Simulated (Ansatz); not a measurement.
Cost and result for the atomization energy of `[Cl][GeH][GeH3]` radical (7 atoms, 6 bonds).

Charge 0, multiplicity 2. Correlated methods include outer-core shells of Ge, which these sets cover unevenly. Scalar relativity is left out up to krypton. The geometry is a stationary point of PBE0-D4/def2-TZVP. Program: Ansatz. All runs use 4 threads of an Arm Neoverse V1 on a shared host. Times are those of one run each, without the atoms' runs, and a repeat can differ threefold. Electronic energies, without spin–orbit coupling; frozen cores. CCSD(T)/CBS adds CCSD(T) − MP2 in def2-TZVPP to the MP2 limit, and its time is that of the two runs behind it. T1 = 0.013; ⟨S²⟩ of the reference is 0.76. With those shells the extrapolation isn't a true limit. B3LYP takes the VWN-RPA correlation (the form of Gaussian; ORCA's B3LYP/G).

CCSD(T)/CBS is a level of theory with its own doubt, some kJ/mol a heavy atom from the limit and from the frozen cores, so smaller differences don't rank the functionals.

| level | functions | wall time | atomization (kJ/mol) | difference from CCSD(T)/CBS | per bond |
| --- | --- | --- | --- | --- | --- |
| LDA (SPW92)/def2-TZVPP | 194 | 1.5 s | 1960.5 | 231.9 | 38.6 |
| BLYP-D4/def2-TZVPP | 194 | 3 s | 1689.7 | -38.9 | -6.5 |
| B3LYP-D4/def2-TZVPP (with forces) | 194 | 6 s | 1709.1 | -19.5 | -3.3 |
| CAM-B3LYP-D4/def2-TZVPP | 194 | 7 s | 1715.1 | -13.5 | -2.3 |
| PBE-QIDH/def2-TZVPP | 194 | 7 s | 1712.2 | -16.4 | -2.7 |
| B2PLYP/def2-TZVPP | 194 | 7.5 s | 1689.9 | -38.7 | -6.4 |
| B97M-V/def2-TZVPP | 194 | 12 s | 1767.5 | 38.9 | 6.5 |
| ωB97X-V/def2-TZVPP | 194 | 14 s | 1742.3 | 13.7 | 2.3 |
| CCSD(T)/def2-SVP | 102 | 17 s | 1592.1 | -136.5 | -22.8 |
| ωB97M-V/def2-TZVPP (with forces) | 194 | 19 s | 1709.4 | -19.2 | -3.2 |
| MP2/def2-QZVPP | 368 | 26 s | 1699.9 | -28.7 | -4.8 |
| CCSD(T)/def2-TZVPP | 194 | 5.5 min | 1700.5 | -28.1 | -4.7 |
| CCSD(T)/CBS(def2) | – | 5.9 min | 1728.6 | 0.0 | 0.0 |

At CCSD(T), def2-SVP lies −136.5 kJ/mol from the extrapolated value and def2-TZVPP −28.1 kJ/mol: correlation converges slowly with the basis, and small sets miss more of it in the bonded molecule than in its fragments. Leaving LDA and LC-ωPBE aside and taking each functional with its dispersion term where it has one, the values, not all of them listed here, spread over 86.9 kJ/mol, from revPBE-D4 to B97M-V. LDA lies +258.8 kJ/mol from PBE without D4, its usual overbinding. From BLYP to BHLYP (50 % exact exchange), in def2-TZVPP and without D4, the atomization energy moves by +8.8 kJ/mol.
